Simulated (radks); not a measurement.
Task: Radial electron density D(r) = 4 pi r^2 rho(r) of an atom or ion with 40 electrons. Method: non-relativistic Kohn-Sham, PBE, spin-polarised, spherical densities, point nucleus; computed with a radial shooting solver on a logarithmic mesh with Libxc functionals.

r (bohr)  D(r) (e/bohr)   spin D(r)
0.004669          9.562     0.00294
0.006328          15.28     0.00464
0.008577          23.26     0.00691
0.01162           33.14     0.00943
0.01575           43.29      0.0112
0.02118           50.42      0.0106
0.0287            51.76     0.00616
0.0389            47.46   -0.000595
0.05272           44.42  -0.0000140
0.07145           50.89      0.0262
0.09684           62.62      0.0958
0.1312            62.20       0.221
0.1764            47.60       0.411
0.2391            41.63       0.629
0.3241            49.27       0.587
0.4392            41.62       0.141
0.5953            20.04      0.0870
0.8068            11.11        1.25
1.085             11.32        2.71
1.47              7.677        2.85
1.992             2.934        1.69
2.7              0.7253       0.591
3.659            0.1566       0.152
4.959           0.06893      0.0689
6.668           0.03299      0.0330
9.037          0.006253     0.00625
12.25         0.0002853    0.000285

What is the nuclear charge?

Result: Z = 42. The innermost maximum, from 1s, lies near 1/Z = 0.0238 bohr (found: 0.0261), and its height grows with Z. The density is that of the molybdenum ion Mo2+ in [Ar] 3d10 4s1.75 4p6 4d4 5d0.25; the configuration itself is not fixed sharply by these data, and Z only to a few units. D(r) has 4 maxima, at r = 0.0261, 0.113, 0.346, 1.03 bohr, and minima at 0.0515, 0.224, 0.846 bohr, inside which lie 2.05, 11.19, 29.21 electrons.
